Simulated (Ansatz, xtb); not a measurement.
# Relative energy of two isomers of CH4FSn

Structure a: `[CH2][SnH2][F]`, a doublet. Structure b: `[CH3][SnH][F]`, a doublet. Both are isolated molecules in the gas phase, relaxed with PBE0-D3(BJ)/def2-SVP; the shapes shown needn't be the lowest conformers.

a (Å):

```xyz
7

C     0.0626   -0.6961    0.8942
F    -1.0813    2.2347    0.0574
Sn   -0.6654    0.4847   -0.6945
H     1.1244   -0.7183    1.1612
H     0.5250    0.8011   -1.8794
H    -2.1571   -0.0820   -1.3066
H    -0.6047   -1.2848    1.5323
```

b (Å):

```csv
atom,x (Å),y (Å),z (Å)
C,0.5467,-1.0378,-0.9371
F,-1.0313,1.7745,-1.1645
Sn,-0.8200,0.2925,0.0946
H,-0.0759,1.0559,1.4750
H,1.0750,-1.6613,-0.2021
H,0.0042,-1.6745,-1.6477
H,1.2607,-0.4006,-1.4799
```

Task: Estimate E(b) − E(a) at the level CCSD(T)/def2-SVP + ΔMP2/def2-TZVPP.

Result: Calculated at CCSD(T)/def2-SVP + ΔMP2/def2-TZVPP: E(b) − E(a) = −30.2 kcal/mol, so structure b lies lower.

How the difference moves with the method:

| level | geometry | E(b) − E(a) (kcal/mol) | departure from the last row (kcal/mol) | job, with rough time for the two |
| --- | --- | --- | --- | --- |
| GFN2-xTB | GFN2-xTB | −59.0 | −28.8 | optimisation, 1.3 s |
| HF/STO-3G | GFN2-xTB | +28.4 | +58.6 | single point, 7.2 s |
| r2SCAN-D4/def2-SVP | GFN2-xTB | −19.8 | +10.4 | single point, 17 s |
| PBE0-D3(BJ)/def2-SVP | PBE0-D3(BJ)/def2-SVP | −32.1 | −1.9 | optimisation, 11 min |
| HF/def2-SVP | PBE0-D3(BJ)/def2-SVP | −22.2 | +8.0 | part of the CCSD(T) run |
| MP2/def2-SVP | PBE0-D3(BJ)/def2-SVP | −31.5 | −1.3 | part of the CCSD(T) run |
| CCSD(T)/def2-SVP | PBE0-D3(BJ)/def2-SVP | −29.5 | +0.7 | single point |
| CCSD(T)/def2-SVP + ΔMP2/def2-TZVPP | PBE0-D3(BJ)/def2-SVP | −30.2 |  | single point, 1.9 min |

As drawn, b has 1 C–H in place of 1 Sn–H.

HF/STO-3G puts the two in the other order. The largest departure from CCSD(T)/def2-SVP + ΔMP2/def2-TZVPP is that of HF/STO-3G, 58.6 kcal/mol. The last row adds to CCSD(T) the change of the MP2 difference between the two basis sets, here −0.7 kcal/mol.

With harmonic frequencies from PBE0-D3(BJ)/def2-SVP (ideal gas, rigid rotor, one conformer each, 200 K, 1 atm): on the last row, ΔE + ΔZPE = −26.8, ΔH = −26.8, ΔG = −26.9 kcal/mol.

Open shells are spin-unrestricted. The correlated steps freeze 6 core orbitals; the filled d shell of Sn is correlated, in a basis made for valence electrons. Atoms past krypton carry core potentials in the def2 sets, other sets are all-electron and non-relativistic, and no spin–orbit term is included. Mirror images aren't counted in ΔG. Programs: Ansatz 0.2.0, xtb 6.7.1; the last row on 1 thread of Intel(R) Xeon(R) Processor @ 2.50GHz (Skylake/Cascade Lake) on a shared host.
